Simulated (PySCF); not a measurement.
**Stretching SiSb⁺**

Set-up: PySCF, scalar-relativistic core potentials, basis sets Si cc-pV(D+d)Z, Sb cc-pVDZ-PP with ECP28. Energies in eV from Si⁺ + Sb in their ground configurations at the same level. State: ³Σ⁻ (triplet), unpaired electrons π ↑↑.

All columns are PBE0. A positive dipole points towards Sb; it is taken about the centre of mass and depends on that origin.

```csv
R (Å),E (eV),μ (D),Mulliken charge on Si (basis-dependent),HOMO (eV),LUMO (eV),Mayer bond order,⟨S²⟩
2.182,-1.971,-2.13,0.38,-12.37,-10.66,1.79,2.00
2.283,-2.531,-2.48,0.42,-12.37,-10.38,1.79,2.00
2.385,-2.835,-2.85,0.45,-12.35,-10.14,1.78,2.00
2.461,-2.940,-3.14,0.48,-12.32,-9.97,1.77,2.00
2.537,-2.966,-3.43,0.49,-12.28,-9.81,1.77,2.00
2.613,-2.934,-3.73,0.51,-12.23,-9.67,1.76,2.01
2.715,-2.822,-4.12,0.53,-12.15,-9.51,1.74,2.01
2.841,-2.609,-4.61,0.55,-12.03,-9.33,1.71,2.01
2.994,-2.295,-5.19,0.57,-11.85,-9.19,1.65,2.01
3.197,-1.849,-5.97,0.59,-11.58,-9.24,1.52,2.04
```

A fit through these points gives, at Re = 2.530 Å, μ = -3.40 D and dμ/dR = -3.84 D/Å; the reduced mass is 22.72 u.

How strong is the fundamental in the double-harmonic approximation, I = 42.26·(dμ/dR)²/μred km/mol?

I = 42.26·(-3.84)²/22.72 = 27.4 km/mol at PBE0.

Spin–orbit coupling is left out, which matters for elements this heavy, above all for dissociation energies. For an ion De counts to the pair picked by the measured ionisation energies or electron affinities, which need not be the lowest pair at this level. The state is the lowest determinant that a PBE0 search found; another state may lie lower at other levels.
